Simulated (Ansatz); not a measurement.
A run of Ansatz (development build ahead of 0.2.0) on singlet ZnCl₂ at this shape:

| atom | x (Å) | y (Å) | z (Å) |
| --- | --- | --- | --- |
| Cl | 0.0000 | 0.0000 | -1.9293 |
| Zn | 0.0000 | 0.0000 | 0.0000 |
| Cl | 0.0000 | 0.0000 | 1.9293 |

Its results:

```
Converged                       : yes
Reference energy                : -2696.95061 hartree
Correlation energy              : -0.90566 hartree
Total energy                    : -2697.85627 hartree
Spin squared of the determinant : 0.000
```

(1) Which input gives this output? Name the method, the orbitals and the basis set, and write the input.

## Answers

(1) RHF-MP2 in cc-pVDZ. An unrestricted run that stays on the closed shell gives the same numbers.

```yaml
crystal:
  periodic: [false, false, false]
  atoms:
    - { symbol: Cl, position_ang: [0.0, 0.0, -1.92929] }
    - { symbol: Zn, position_ang: [0.0, 0.0, 0.0] }
    - { symbol: Cl, position_ang: [0.0, 0.0, 1.92929] }
basis:
  gaussian: { orbitals: cc-pVDZ }
hamiltonian:
  xc: hf
correlation:
  method: mp2
  frozen_orbitals: { Cl: 5, Zn: 5 }
```
